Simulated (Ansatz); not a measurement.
Program: Ansatz. Geometries: PBE0-D4/def2-TZVP. ΔE: electronic, gas phase. CCSD(T)/CBS is the MP2 limit (def2-TZVPP, def2-QZVPP) plus CCSD(T) − MP2 in def2-TZVPP, frozen cores. DFT in def2-TZVPP. B3LYP here is the variant with VWN-RPA as its local correlation; programs differ in this. def2 core potentials past Kr. For Ga, In outer-core shells are correlated without core-valence functions, which leaves a few kJ/mol of doubt a bond. Scalar relativity is left out up to krypton. Each species was taken in one conformer, which may not be the lowest.

Consider the substitution at a C–In bond: `C[O][InH][C]#N` + `[OH][GaH2]` → `N#C[O][GaH2]` + `C[O][InH2]`.

`C[O][InH][C]#N`:

```xyz
9

C    -1.072   -0.505    0.971
O    -0.607    0.808    0.775
In    0.784    1.293   -0.521
C     1.433   -0.459   -1.530
N     1.782   -1.413   -2.076
H    -0.579   -1.248    0.330
H    -0.911   -0.803    2.013
H    -2.148   -0.551    0.770
H     1.318    2.877   -0.732
```

`[OH][GaH2]`:

```xyz
5

O    -0.894    0.272   -0.868
Ga    0.411   -0.296    0.214
H    -1.331    1.071   -0.568
H     0.699    0.546    1.501
H     1.115   -1.593   -0.278
```

`N#C[O][GaH2]`:

```xyz
6

N    -1.720    1.959   -0.019
C    -1.073    1.082    0.372
O    -0.374    0.123    0.825
Ga    0.814   -0.851   -0.199
H     0.877   -0.385   -1.673
H     1.476   -1.927    0.693
```

`C[O][InH2]`:

Cartesian coordinates in Å:
```
C -0.612 -1.000 -0.535
O 0.563 -0.592 0.103
In 0.892 1.265 0.730
H -0.386 -1.404 -1.530
H -1.347 -0.192 -0.669
H -1.103 -1.796 0.040
H -0.429 2.302 0.396
H 2.421 1.416 1.464
```

**Question.** Is it downhill or uphill in electronic energy at CCSD(T)/CBS, and by how much? (Estimate.)

**Answer.** The calculation gave: Uphill: ΔE = +106.6 kJ/mol.

**Question.** What do these levels give: B97M-V, r2SCAN0-D4, PBE-QIDH, B3LYP, BHLYP, HF/CBS(def2)? (Best estimate.)

**Answer.** The calculation gave: B97M-V 71.4, r2SCAN0-D4 79.0, PBE-QIDH 89.4, B3LYP 78.7, BHLYP 82.4, HF/CBS(def2) 86.5 kJ/mol.

**Question.** What do rigid-rotor, harmonic-oscillator terms from PBE0-D4/def2-TZVP frequencies (298.15 K, 1 bar) make of the CCSD(T)/CBS value? (Estimate.)

**Answer.** Ansatz gave: ΔZPE = -6.9 kJ/mol, ΔH = +98.0 kJ/mol, ΔS = -8 J/(mol·K), ΔG = +100.4 kJ/mol.

Largest T1 diagnostic among the species: 0.017.

From PBE to PBE0 (25 % exact exchange), in def2-TZVPP and without D4, ΔE moves by +3.6 kJ/mol. At CCSD(T), def2-SVP lies −22.8 kJ/mol from the extrapolated value and def2-TZVPP −3.7 kJ/mol. In def2-TZVPP, CCSD(T) changes the Hartree–Fock value by +16.6 kJ/mol (the triples alone add +1.2 kJ/mol) and MP2 by +22.0 kJ/mol.
